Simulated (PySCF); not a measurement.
C6H8, SMILES C(=C)[C@@H](C)C#C.

The structure is a stationary point at PBE0-D3(BJ)/def2-SVP. The structure was generated by enumeration; whether it is a known compound was not checked. Other conformers were not sampled.

Two levels are set side by side: PBE/def2-TZVP (PySCF) and B3LYP/def2-TZVP (PySCF). Same geometry, gas phase. Differences are taken from unrounded values.

| quantity | B3LYP |
|---|---|
| orbital gap (eV) | 7.05 |
| highest occupied level (eV) | -7.29 |
| lowest empty level (eV) | -0.25 |
| dipole moment (D) | 0.63 |
| mean polarisability (bohr³) | 71.0 |

Q: What does PBE give, and how far is it from B3LYP? (An estimate is asked for; the answer gives what the named calculation found.)

A: 
```json
[
 {"quantity": "orbital gap (eV)", "PBE": "5.33", "PBE minus B3LYP": "-1.72"},
 {"quantity": "highest occupied level (eV)", "PBE": "-6.38", "PBE minus B3LYP": "0.92"},
 {"quantity": "lowest empty level (eV)", "PBE": "-1.05", "PBE minus B3LYP": "-0.80"},
 {"quantity": "dipole moment (D)", "PBE": "0.65", "PBE minus B3LYP": "0.02"},
 {"quantity": "mean polarisability (bohr³)", "PBE": "72.5", "PBE minus B3LYP": "1.5"}
]
```

Without exact exchange PBE keeps part of each electron's self-repulsion, which lifts occupied levels and narrows the gap. Differences between two approximate levels are no errors against the true value.

Rough cost on one machine, each run with all the roots and properties that it gave: B3LYP against PBE within a factor of 2.
